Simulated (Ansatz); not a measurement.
The same groups moved round the core (trisilane boryl). All species are isolated molecules in the gas phase. One relaxed conformer stands for each flexible species; it need not be the lowest. Strings in code marks are SMILES.

Quantity: electronic energy of isomers of H9BSi3 relative to `B[SiH]([SiH3])[SiH3]`, in kJ/mol.

Case: `B[SiH2][SiH2][SiH3]`. Geometry of `B[SiH2][SiH2][SiH3]` (neutral, multiplicity 1, Å):

```xyz
13

B      2.8403    -0.2098    -0.0694
Si     1.1339    -0.2698     0.9346
Si    -0.3777     0.1670    -0.8223
Si    -2.5574     0.2125     0.0232
H      3.2576    -1.1834    -0.6229
H      3.4060     0.8281    -0.2470
H      0.7586    -1.5879     1.5157
H      0.9374     0.7943     1.9571
H     -0.2581    -0.8904    -1.8651
H     -0.0528     1.4764    -1.4544
H     -2.6647     1.2788     1.0545
H     -3.5537     0.4787    -1.0497
H     -2.8695    -1.0974     0.6549
```

Task: Predict the electronic energy of isomers of H9BSi3 relative to `B[SiH]([SiH3])[SiH3]` from frozen-core MP2/cc-pVTZ // PBE0-D3(BJ)/def2-TZVP (Ansatz, a program for electronic structure).

Result: 6.04 kJ/mol.
